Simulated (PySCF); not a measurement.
SMILES CC(C)c1ccccc1C#N (C10H11N), GFN2-xTB optimised geometry.

```
22

C     -1.22    -2.29    -1.27
C     -1.48    -1.47     0.00
C     -1.21    -2.30     1.26
C     -0.66    -0.20     0.00
C     -1.30     1.03     0.00
C     -0.60     2.22     0.00
C      0.79     2.21     0.00
C      1.45     1.00     0.00
C      0.74    -0.20     0.00
C      1.51    -1.38     0.00
N      2.21    -2.30     0.00
H     -1.88    -3.15    -1.29
H     -0.19    -2.65    -1.29
H     -1.40    -1.69    -2.15
H     -2.53    -1.18     0.00
H     -1.39    -1.70     2.15
H     -1.87    -3.16     1.28
H     -0.18    -2.66     1.28
H     -2.39     1.06     0.00
H     -1.13     3.16     0.00
H      1.34     3.13     0.00
H      2.53     0.97     0.00
```

Density from PySCF with PBE0/def2-SVP at that geometry.

Minimum of the electron density along straight lines between bonded atoms, close to the bond critical point (lines longer than 1.1 times the sum of covalent radii, or with two minima, are not listed):

```json
[
 {"bond": "C1–C2", "length / Å": "1.531", "ρ at the minimum / e bohr⁻³": "0.241", "∇²ρ there / e bohr⁻⁵": "-0.54", "position (fraction from the first atom)": "0.50"},
 {"bond": "C2–C3", "length / Å": "1.531", "ρ at the minimum / e bohr⁻³": "0.241", "∇²ρ there / e bohr⁻⁵": "-0.54", "position (fraction from the first atom)": "0.50"},
 {"bond": "C2–C4", "length / Å": "1.508", "ρ at the minimum / e bohr⁻³": "0.254", "∇²ρ there / e bohr⁻⁵": "-0.60", "position (fraction from the first atom)": "0.48"},
 {"bond": "C4–C5", "length / Å": "1.389", "ρ at the minimum / e bohr⁻³": "0.310", "∇²ρ there / e bohr⁻⁵": "-0.79", "position (fraction from the first atom)": "0.50"},
 {"bond": "C5–C6", "length / Å": "1.384", "ρ at the minimum / e bohr⁻³": "0.313", "∇²ρ there / e bohr⁻⁵": "-0.81", "position (fraction from the first atom)": "0.50"},
 {"bond": "C6–C7", "length / Å": "1.385", "ρ at the minimum / e bohr⁻³": "0.312", "∇²ρ there / e bohr⁻⁵": "-0.80", "position (fraction from the first atom)": "0.50"},
 {"bond": "C7–C8", "length / Å": "1.380", "ρ at the minimum / e bohr⁻³": "0.315", "∇²ρ there / e bohr⁻⁵": "-0.81", "position (fraction from the first atom)": "0.50"},
 {"bond": "C4–C9", "length / Å": "1.402", "ρ at the minimum / e bohr⁻³": "0.301", "∇²ρ there / e bohr⁻⁵": "-0.74", "position (fraction from the first atom)": "0.49"},
 {"bond": "C8–C9", "length / Å": "1.397", "ρ at the minimum / e bohr⁻³": "0.304", "∇²ρ there / e bohr⁻⁵": "-0.76", "position (fraction from the first atom)": "0.49"},
 {"bond": "C9–C10", "length / Å": "1.414", "ρ at the minimum / e bohr⁻³": "0.286", "∇²ρ there / e bohr⁻⁵": "-0.75", "position (fraction from the first atom)": "0.46"},
 {"bond": "C10–N11", "length / Å": "1.148", "ρ at the minimum / e bohr⁻³": "0.475", "∇²ρ there / e bohr⁻⁵": "(withheld)", "position (fraction from the first atom)": "0.34"},
 {"bond": "C1–H12", "length / Å": "1.088", "ρ at the minimum / e bohr⁻³": "0.276", "∇²ρ there / e bohr⁻⁵": "-1.01", "position (fraction from the first atom)": "0.62"},
 {"bond": "C1–H13", "length / Å": "1.087", "ρ at the minimum / e bohr⁻³": "0.279", "∇²ρ there / e bohr⁻⁵": "-1.04", "position (fraction from the first atom)": "0.63"},
 {"bond": "C1–H14", "length / Å": "1.089", "ρ at the minimum / e bohr⁻³": "0.276", "∇²ρ there / e bohr⁻⁵": "-1.01", "position (fraction from the first atom)": "0.62"},
 {"bond": "C2–H15", "length / Å": "1.097", "ρ at the minimum / e bohr⁻³": "0.276", "∇²ρ there / e bohr⁻⁵": "-0.99", "position (fraction from the first atom)": "0.62"},
 {"bond": "C3–H16", "length / Å": "1.089", "ρ at the minimum / e bohr⁻³": "0.276", "∇²ρ there / e bohr⁻⁵": "-1.01", "position (fraction from the first atom)": "0.62"},
 {"bond": "C3–H17", "length / Å": "1.088", "ρ at the minimum / e bohr⁻³": "0.276", "∇²ρ there / e bohr⁻⁵": "-1.01", "position (fraction from the first atom)": "0.62"},
 {"bond": "C3–H18", "length / Å": "1.087", "ρ at the minimum / e bohr⁻³": "0.279", "∇²ρ there / e bohr⁻⁵": "-1.04", "position (fraction from the first atom)": "0.63"},
 {"bond": "C5–H19", "length / Å": "1.081", "ρ at the minimum / e bohr⁻³": "0.283", "∇²ρ there / e bohr⁻⁵": "-1.08", "position (fraction from the first atom)": "0.63"},
 {"bond": "C6–H20", "length / Å": "1.080", "ρ at the minimum / e bohr⁻³": "0.285", "∇²ρ there / e bohr⁻⁵": "-1.09", "position (fraction from the first atom)": "0.63"},
 {"bond": "C7–H21", "length / Å": "1.079", "ρ at the minimum / e bohr⁻³": "0.284", "∇²ρ there / e bohr⁻⁵": "-1.09", "position (fraction from the first atom)": "0.63"},
 {"bond": "C8–H22", "length / Å": "1.080", "ρ at the minimum / e bohr⁻³": "0.285", "∇²ρ there / e bohr⁻⁵": "-1.11", "position (fraction from the first atom)": "0.64"}
]
```

Some entries are withheld; supply them.


- C10–N11, ∇²ρ there / e bohr⁻⁵: 0.35
